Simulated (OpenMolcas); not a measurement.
**What dynamic correlation does to the levels of Sn IV**

```yaml
Program: OpenMolcas
Basis: ANO-R2 [7s6p4d2f1g]
Scalar_Hamiltonian: X2C, finite nucleus
Active_space: 1 electron in 4 orbitals (5s 5p)
State_averaging: 2S+1 = 2 even, 1 root; 2S+1 = 2 odd, 3 roots
Spin-orbit_coupling: state interaction with AMFI integrals over the reference wave functions, term energies averaged over their components
```

Methods on the same reference wave functions:
A. CASSCF
B. SS-CASPT2, IPEA 0.25 Eh, imaginary shift 0.1 Eh (closed shells correlated: 4d)

Energies in cm⁻¹ above 5s ²S_1/2, the measured ground level; measured values from Moore, Atomic Energy Levels, vol. III, NSRDS-NBS 35 (1971 reprint of NBS Circular 467, 1958).

```csv
Level,A,B,Measured
5s ²S_1/2,0.0,0.0,0.0
5p ²P°_1/2,66720,69823,69564
5p ²P°_3/2,71937,75040,76072
```

Deviations, from unrounded energies. A percentage is the sum of absolute deviations over the sum of measured energies, with the sign that they share, or ± where signs differ.

| Against measurement | Levels | A | B |
| --- | --- | --- | --- |
| mean absolute deviation (cm-1) | 2 | 3500 | 650 |
| other configurations (%) | 2 | -4.8 | ±0.9 |

B lies closest to measurement on these levels. The largest miss of B in the table is 5p ²P°_3/2, by -1000 cm-1. The ranking rests on the paired levels alone, and a cruder setting can come out closer through cancelling errors.

The lowest spin-free term lies below A's lowest term by 0.393 hartree in B.

With one active electron the reference holds no correlation, so core polarisation is missing (holds for A). With one active electron, CASPT2 adds the correlation within the correlated inactive shells and between them and that electron, and leaves the splitting within a term as the reference gives it (holds for B). Measured partners are found by configuration, term and J. A level has none where our copy of the source lacks it or the pairing is in doubt (some pairs that miss far off the trend of their configuration count as doubtful), and it then counts in no deviation. Only configurations of the active space appear.

° marks odd parity.
